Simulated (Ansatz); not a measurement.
Two isomers of C3H6GeO: A = `[CH3][GeH]1[CH]=[C]1O`, B = `CO[C]1=[CH][GeH2]1`.

Computed with Ansatz on PBE0-D4/def2-TZVP structures; ΔE is electronic, products minus reactants. CCSD(T)/CBS is the MP2 limit (def2-TZVPP, def2-QZVPP) plus CCSD(T) − MP2 in def2-TZVPP, frozen cores. DFT in def2-TZVPP. B3LYP here is the variant with VWN-RPA as its local correlation; programs differ in this. For Ge outer-core shells are correlated without core-valence functions, which leaves a few kJ/mol of doubt a bond. Scalar relativity is left out up to krypton. One conformer a species, not always the lowest.

Which is lower in electronic energy at CCSD(T)/CBS, and by how much? (Best estimate.)

The calculation gave: A, by 17.9 kcal/mol.

Give E(B) − E(A) in kcal/mol with B3LYP-D4, r2SCAN-D4, PBE0-D4, CCSD/def2-TZVPP, B3LYP, CCSD(T)/def2-TZVPP, B2PLYP. (Estimate.)

The calculation gave: B3LYP-D4 15.7, r2SCAN-D4 16.8, PBE0-D4 17.3, CCSD/def2-TZVPP 17.5, B3LYP 15.8, CCSD(T)/def2-TZVPP 17.5, B2PLYP 16.8. None reverses the order clearly.

Largest T1 diagnostic: 0.013.

In def2-TZVPP, CCSD(T) changes the Hartree–Fock value by +2.4 kcal/mol (the triples alone add −0.0 kcal/mol) and MP2 by +3.9 kcal/mol.
